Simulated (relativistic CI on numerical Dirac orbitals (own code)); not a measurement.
# d1 to d9 in one octahedral field

Computed with a parametric ligand-field model without spin-orbit coupling, by exact diagonalisation: B = 500, C = 2240, 10Dq = 26000 cm⁻¹ (Oh; |10Dq|/B = 52.0) for every shell. Energies in cm⁻¹; the field energy is (0.6 n_e − 0.4 n_t2) × 10Dq of the ground term; g labels are left out. So small a B with so large a field is typical of 4d and 5d ions, where spin-orbit coupling, left out here, reaches 1,000 to 4,000 cm⁻¹.

| Shell | Ground term | Electrons in e | Field energy | First spin-allowed bands | Lowest term of other spin |
| --- | --- | --- | --- | --- | --- |
| d1 | 2T2 | 0.000 | -10400 | 2E 26000 |  |
| d2 | 3T1 | 0.009 | -20556 | 3T2 24792, 3T1 31085 | 1T2 7655 |
| d3 | 4A2 | 0.000 | -31200 | 4T2 26000, 4T1 31589 | 2E 10678 |
| d4 | 3T1 | 0.016 | -41190 | 3E 23846, 3T1 24414 | 1T2 6609 |
| d5 | ? | ? | ? | ? | ? |
| d6 | 1A1 | 0.023 | -61793 | 1T1 24359, 1T2 31479 | 3T1 19643 |
| d7 | 2E | 1.016 | -46396 | 2T1 24235, 2T2 24801 | 4T1 15266 |
| d8 | 3A2 | 2.000 | -31200 | 3T2 26000, 3T1 31589 | 1E 8423 |
| d9 | 2E | 3.000 | -15600 | 2T2 26000 |  |

Q: Fill in the row of d5.

A: Ground term: 2T2; Electrons in e: 0.030; Field energy: -51228; First spin-allowed bands: 2A2 23135, 2T1 23309; Lowest term of other spin: 4T1 15384. Low spin: d4, d5, d6, d7; the other shells keep the spin of the free ion. Only d4 to d7 can choose; the field needed to pair spins is smallest for d6 and largest for d5, which loses most exchange energy. In the strong-field picture 10Dq must exceed about 6B + 5C = 14200 (d4), 7.5B + 5C = 14950 (d5), 2.5B + 4C = 10210 (d6) and 4B + 4C = 10960 (d7); mixing of terms shifts these bounds somewhat.
